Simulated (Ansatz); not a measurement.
Si₁₃H₂₀, a cluster cut from cubic silicon, relaxed as a singlet with RKS PBE-D4/def2-SVP in Ansatz, starting from the GFN2-xTB geometry. Force threshold 0.03 eV/Å.

Start:

Cartesian coordinates in Å:
```
Si 1.591 0.145 3.128
Si -1.391 -2.571 -2.609
Si 2.232 -1.069 -0.401
Si -1.311 -1.347 1.062
Si -1.158 2.462 1.892
Si -0.631 1.120 -1.734
Si 2.283 2.655 0.283
Si -2.142 -2.925 -0.442
Si 0.993 -1.466 1.539
Si 1.138 2.283 2.290
Si -1.444 -0.368 -3.338
Si 1.680 1.021 -1.280
Si -1.760 0.846 0.319
H 3.003 0.028 3.520
H 0.874 -0.074 4.390
H -2.065 -3.465 -3.560
H 0.007 -3.026 -2.669
H 3.670 -1.143 -0.116
H 2.032 -2.136 -1.389
H -2.004 -1.512 2.356
H -1.931 2.311 3.132
H -1.518 3.811 1.434
H -0.898 2.500 -2.188
H 3.735 2.685 0.508
H 1.996 4.000 -0.231
H -1.849 -4.292 0.014
H -3.614 -2.889 -0.435
H 1.291 -2.816 2.051
H 1.544 3.296 3.282
H -0.726 -0.210 -4.612
H -2.831 -0.014 -3.686
H 2.409 1.237 -2.544
H -3.206 0.922 0.034
```

**Question.** Estimate the energy that the relaxation releases and the steps that it takes.

**Answer.** 0.45 eV, in 5 steps; 26 s on 2 threads of AMD EPYC 7R13 on a shared host and a share (18 GiB) of an NVIDIA H100 80GB HBM3. The force fell under the threshold at step 4, but the optimiser went on. No frequencies were taken in this run, so the end may be a saddle point.

**Question.** Does the start keep its bonding and symmetry?

**Answer.** By distances, no bond broke or formed. The bond that changes most is Si3–H18, from 1.47 to 1.51 Å (atoms count from 1). Point group Cs at the start, Cs at the end, both within 0.05 Å.

**Question.** Predict the relaxed structure.

**Answer.** 
Cartesian coordinates in Å:
```
Si 1.5909 0.1130 3.1001
Si -1.2215 -2.5789 -2.5730
Si 2.2475 -1.1080 -0.4313
Si -1.3406 -1.3032 1.1160
Si -1.1942 2.4673 1.8873
Si -0.6556 1.1857 -1.7042
Si 2.2818 2.6231 0.2546
Si -2.1500 -2.8833 -0.4282
Si 0.9706 -1.5065 1.5052
Si 1.1198 2.2680 2.2729
Si -1.4538 -0.3488 -3.2993
Si 1.6575 0.9886 -1.3232
Si -1.8314 0.8496 0.3051
H 3.0659 -0.0027 3.3977
H 0.8290 -0.1136 4.3828
H -1.9303 -3.4885 -3.5479
H 0.2346 -2.9628 -2.5591
H 3.7063 -1.0679 -0.0418
H 2.0665 -2.2076 -1.4452
H -2.0493 -1.4994 2.4377
H -1.9499 2.2553 3.1758
H -1.5118 3.8486 1.3701
H -0.9232 2.5907 -2.1964
H 3.7678 2.5475 0.5071
H 1.9606 3.9980 -0.2782
H -1.8773 -4.2864 0.0575
H -3.6454 -2.7072 -0.5409
H 1.2657 -2.8893 2.0405
H 1.5553 3.3000 3.2889
H -0.7443 -0.1592 -4.6183
H -2.9244 -0.0816 -3.5139
H 2.3976 1.2224 -2.6206
H -3.3144 0.9372 0.0222
```
Bond lengths: 16 × Si–Si 2.35 to 2.36 Å; 20 × H–Si 1.51 Å.
